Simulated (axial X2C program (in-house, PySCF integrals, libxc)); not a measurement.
## Levels of HfSe⁻ by electron attachment to HfSe (EOM-EA-CCSD)

Calculated with an in-house all-electron X2C program for linear molecules (integrals from PySCF): two-component X2C with atomic mean-field Coulomb and Gaunt terms, Gaussian nuclei, basis Hf dyall-acv3z, Se dyall-acv3z with contracted cores.

R = 2.280 Å (near the PBE0 minimum at charge 0 of the determinant lowest at the starting distance; the state shown can have its own minimum elsewhere).

Hartree–Fock spinors of HfSe (one of each Kramers pair; a window near the gap, which can cut inner shells):

| ω | occupied | ε (eV) | character |
| --- | --- | --- | --- |
| 1/2 | yes | -22.74 | 66% Se s, 12% Hf d, 10% Hf p |
| 1/2 | yes | -10.38 | 68% Se p, 14% Hf d, 9% Hf s |
| 1/2 | yes | -9.27 | 63% Se p, 22% Hf d, 6% Hf p |
| 3/2 | yes | -9.00 | 62% Se p, 23% Hf d, 5% Hf p |
| 1/2 | yes | -7.53 | 52% Hf s, 22% Hf d, 9% Se p |
| 1/2 | no | -0.10 | 56% Hf p, 29% Hf d, 9% Hf s |
| 1/2 | no | 0.06 | 64% Hf p, 20% Hf d, 10% Hf s |
| 3/2 | no | 0.08 | 73% Hf p, 21% Hf d, 6% Se p |
| 1/2 | no | 0.47 | 87% Hf p, 10% Hf d |
| 1/2 | no | 0.56 | 81% Hf p, 10% Hf d, 6% Hf s |
| 3/2 | no | 0.59 | 83% Hf p, 14% Hf d, 2% Se p |

Levels of HfSe⁻ obtained by attaching an electron to HfSe:

```json
{"Ω": "1/2", "binding energy (eV)": "0.791", "above lowest (cm⁻¹)": "0", "attached spinor": "37% Hf pπ, 27% Hf dπ, 14% Hf pσ", "one-particle weight": "0.92"}
{"Ω": "3/2", "binding energy (eV)": "0.580", "above lowest (cm⁻¹)": "1704", "attached spinor": "43% Hf pπ, 31% Hf dπ, 18% Hf dδ", "one-particle weight": "0.91"}
{"Ω": "1/2", "binding energy (eV)": "0.472", "above lowest (cm⁻¹)": "2573", "attached spinor": "33% Hf pσ, 25% Hf dσ, 17% Hf pπ", "one-particle weight": "0.94"}
{"Ω": "3/2", "binding energy (eV)": "0.340", "above lowest (cm⁻¹)": "3642", "attached spinor": "73% Hf dδ, 14% Hf pπ, 7% Hf dπ", "one-particle weight": "0.88"}
{"Ω": "5/2", "binding energy (eV)": "0.160", "above lowest (cm⁻¹)": "5096", "attached spinor": "94% Hf dδ", "one-particle weight": "0.87"}
{"Ω": "1/2", "binding energy (eV)": "-0.320", "above lowest (cm⁻¹)": "8967", "attached spinor": "71% Hf pσ, 20% Hf sσ", "one-particle weight": "0.99"}
{"Ω": "1/2", "binding energy (eV)": "-0.394", "above lowest (cm⁻¹)": "9562", "attached spinor": "90% Hf pπ", "one-particle weight": "0.99"}
{"Ω": "3/2", "binding energy (eV)": "-0.409", "above lowest (cm⁻¹)": "9683", "attached spinor": "94% Hf pπ", "one-particle weight": "0.99"}
{"Ω": "1/2", "binding energy (eV)": "-0.520", "above lowest (cm⁻¹)": "10579", "attached spinor": "68% Hf sσ, 26% Hf pσ", "one-particle weight": "0.99"}
```

Question: What is the splitting of the first π pair in the table, and is it regular or inverted?

Answer: E(3/2) − E(1/2) = 1704 − 0 = 1704 cm⁻¹ at EOM-EA-CCSD: regular, Ω = 1/2 lower. Splittings at this level can be off by ten to twenty per cent.

Negative binding energies belong to unbound states, resonances or levels that the basis set holds; within some tenths of an eV of zero the sign is not settled.

This point took 25 s on 1 thread of Arm Neoverse V1, on a shared host.

Reference electrons by ω block (each with its −ω partner): 1/2: 32, 3/2: 15, 5/2: 5, 7/2: 1. 18 electrons of HfSe correlated (inner shells frozen), 84 natural virtual spinors (a truncated set); levels can be off by some tenths of an eV. Roots sought by Ω: (1/2: 5, 3/2: 4, 5/2: 2, 7/2: 1); the list ends where they run out and leaves out roots under 60 % one-particle weight. The solver can skip a root, and states that need a further excitation, which the method places far too high, are missing though they may lie low or lowest. T1 of the reference 0.027 (Lee–Taylor). Some roots did not converge and are left out. Number of frozen shells: Hf 4 s, 3 p, 2 d, 1 f; Se 3 s, 2 p, 1 d. Large amplitudes in the reference (orbital relaxation or multireference character) lower the reliability.
